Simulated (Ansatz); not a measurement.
Two isomers of C2H7BZn: A = `BC[CH2][ZnH]`, B = `B[CH](C)[ZnH]`.

Program: Ansatz. Geometries: PBE0-D4/def2-TZVP. ΔE: electronic, gas phase. CBS: MP2 limit from def2 TZ/QZ plus the TZ coupled-cluster correction, frozen cores. DFT in def2-TZVPP. B3LYP here is the variant with VWN-RPA as its local correlation; programs differ in this. For Zn outer-core shells are correlated without core-valence functions, which leaves a few kJ/mol of doubt a bond. Scalar relativity is left out up to krypton. One conformer a species, not always the lowest.

Problem. Which isomer does CCSD(T)/CBS put lower? Give the gap. (Best estimate.)

Solution. Computed: B, by 60.0 kJ/mol.

Problem. Give E(B) − E(A) in kJ/mol with r2SCAN-D4, B3LYP-D4, B2PLYP, ωB97M-V, PBE-D4, MP2/def2-TZVPP, PBE0-D4. (Best estimate.)

Solution. Ansatz gave: r2SCAN-D4 -62.6, B3LYP-D4 -57.1, B2PLYP -57.9, ωB97M-V -57.3, PBE-D4 -63.8, MP2/def2-TZVPP -62.4, PBE0-D4 -61.7. None reverses the order clearly.

Largest T1 diagnostic: 0.014.

In def2-TZVPP, CCSD(T) changes the Hartree–Fock value by −16.5 kJ/mol (the triples alone add −3.9 kJ/mol) and MP2 by −17.4 kJ/mol.
